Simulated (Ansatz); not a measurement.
System: CH₇ClNSi₂ (charge 0, doublet). It need not be the lowest isomer of its formula. SMILES: [N]([SiH3])[Si@H](C)Cl
Structure (B3LYP-D3(BJ)/def2-TZVP (Ansatz, a program for electronic structure) minimum search):
```xyz
12

Si     0.7351     0.1557    -0.6065
C      2.1883    -0.9697    -0.3022
Cl     0.7140     1.6022     0.8950
N     -0.6894    -0.7819    -0.6836
Si    -2.2138    -0.9049     0.1118
H      0.8258     0.8946    -1.8832
H      2.2666    -1.7097    -1.0996
H      3.1070    -0.3819    -0.2677
H      2.0769    -1.4892     0.6503
H     -2.1684    -0.5409     1.5484
H     -2.7505    -2.2771    -0.0290
H     -3.0982     0.0486    -0.6096
```
Charge 0, spin multiplicity 2.

Parts of the frozen-core correlation energy in 6-31G (Ansatz, hartree). Frozen orbitals: 17; correlated occupied orbitals by spin: 16 and 15; virtual: 38 and 39. UHF or UKS for open shells. Spin-orbit coupling is left out. No relativistic terms.

```
term                             value
-------------------------  -----------
reference (HF)             -1133.58807
MP2 opposite-spin             -0.25157
MP2 same-spin                 -0.06462
CCSD correlation              -0.37133
(T)                           -0.00805
T1 diagnostic                    0.015
largest doubles amplitude        0.020
<S^2> of the reference           0.760
```
